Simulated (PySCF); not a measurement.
H3N, charge +1, doublet, at a GFN2-xTB geometry (a state made from the parent by changing its charge; the spin is typed, not shown lowest). Base run: PBE/3-21G (PySCF).

Geometry (Å):
```xyz
4

N      0.0000     0.0000     0.0000
H      0.0150     1.0277    -0.0194
H      0.8827    -0.5267     0.0171
H     -0.8977    -0.5010     0.0023
```
Charge +1, spin multiplicity 2.
Orbitals are unrestricted.
All else is at PySCF's defaults.
Base energy -55.80981 Eh.

Variants of this job, named by their change:

| change | ΔE vs base (µEh) | grid points | electrons on the grid |
|---|---|---|---|
| base | 0.0 | 43328 | 9.00000 |
| grids.atom_grid = (50, 194) | -2.9 | 26416 | 9.00001 |
| grids.atom_grid = (150, 974) | 0.0 | 325800 | 9.00000 |
| grids.level = 4 | 0.0 | 75000 | 9.00000 |
| grids.level = 1 | -13.5 | 12536 | 9.00002 |
| grids.level = 7 | 0.0 | 235424 | 9.00000 |
| grids.radi_method = mura_knowles | 0.0 | 42032 | 9.00000 |
| grids.prune = off | 0.0 | 67952 | 9.00000 |
| grids.atom_grid = (99, 590) | 0.0 | 130264 | 9.00000 |
| grids.level = 0 | -3703 | 2928 | 9.00718 |
| grids.atom_grid = (75, 302) | 0.1 | 58416 | 9.00000 |

Open shells are given as the SCF converged; they aren't shown to be the lowest states, and a large step between rows can be another state.
